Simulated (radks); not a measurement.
Cr2+, configuration [Ar] 3d4.

Method: non-relativistic Kohn-Sham, PBE, spin-unpolarised, spherical densities, point nucleus; hard spherical wall at 1.5 bohr; computed with a radial shooting solver on a logarithmic mesh with Libxc functionals.

Energy parts (Ry):
part                       energy
total                 -2064.91860
kinetic                2169.57853
electron-nucleus      -5074.21134
Hartree                 941.88071
exchange-correlation   -102.16651

Orbitals (lengths in bohr, moments of r in powers of bohr; <r^-3> diverges for s and p1/2):
orbital  occ.  eigenvalue (Ry)      <r>  <1/r>  <r^-3>
1s          2        -424.1991  0.06420  23.52       -
2s          2        -44.45041   0.2982  4.945       -
2p          6        -37.07097   0.2634  4.890   345.8
3s          2         -2.62632   0.7973  1.729       -
3p          6         -0.34393   0.7944  1.670   56.37
3d          4          3.37466   0.7698  1.492   6.283
4s          0         17.24198   0.8783  1.873       -
4p          0         18.22438   0.8540  1.846   91.72
4d          0         18.35071   0.8139  1.646   11.99

The highest occupied level is 3d at 45.915 eV. The electron density at the nucleus is 9333 e/bohr^3. The density falls to 0.001 e/bohr^3 at r = 1.48 bohr. The pressure on the wall is 37000 GPa.
